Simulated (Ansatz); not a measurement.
Isomers of CH4BFO, B3LYP-D3(BJ)/def2-TZVP minima from an xTB search, which can miss the lowest.
Isomer 1, SMILES CB(O)F (charge 0, multiplicity 1, Z-matrix in Å and degrees):
```
B
F 1 1.3477
O 1 1.3559 2 117.99
H 3 0.9648 1 113.37 2 0.00
C 1 1.5608 2 119.86 3 180.00
H 5 1.0890 1 112.54 2 -180.00
H 5 1.0936 6 108.63 1 122.48
H 5 1.0936 6 108.63 7 115.05
```
Isomer 2, SMILES COBF (charge 0, multiplicity 1, Z-matrix in Å and degrees):
```
O
B 1 1.3403
F 2 1.3392 1 121.28
C 1 1.4299 2 123.55 3 0.01
H 4 1.0895 1 108.26 2 -121.13
H 4 1.0895 5 109.69 1 -122.17
H 4 1.0895 5 109.12 6 -120.19
H 2 1.1885 3 119.08 1 179.99
```

Frozen-core correlation. MP2 and its Hartree–Fock in cc-pVQZ are density fitted.

Run with Ansatz (a first-principles code) with Gaussian orbitals. 

The energy of isomer 2 above isomer 1 is E(isomer 2) − E(isomer 1). Total energies (hartree):

| level | isomer 2 | isomer 1 |
|---|---|---|
| HF/cc-pVTZ | -239.3780262 | -239.4139752 |
| MP2/cc-pVTZ | -240.1396048 | -240.1806872 |
| HF/cc-pVQZ | -239.3963442 | -239.4322354 |
| MP2/cc-pVQZ | -240.2176518 | -240.2590357 |
| CCSD(T)/cc-pVTZ | -240.1878842 | -240.2272786 |

Question: Work out the energy of isomer 2 above isomer 1 at the basis-set limit: extrapolate the MP2 correlation part as X⁻³, take Hartree–Fock from the larger set, and add the CCSD(T) − MP2 difference of cc-pVTZ.

Answer: 
1. Differences (1 hartree = 627.509 kcal/mol): HF/cc-pVTZ 22.558; MP2/cc-pVTZ 25.780; HF/cc-pVQZ 22.522; MP2/cc-pVQZ 25.969; CCSD(T)/cc-pVTZ 24.720.
2. Correlation parts, MP2 less HF: 3.221 in cc-pVTZ (X = 3), 3.447 in cc-pVQZ (X = 4).
3. Limit (4³·(3.447) − 3³·(3.221))/(4³ − 3³) = 3.611; with HF/cc-pVQZ it gives 26.133.
4. CCSD(T) less MP2 in cc-pVTZ: -1.059.
Result: 25.07 kcal/mol, against 25.78 at MP2/cc-pVTZ. It is an estimate of this method's limit, not of the exact value.
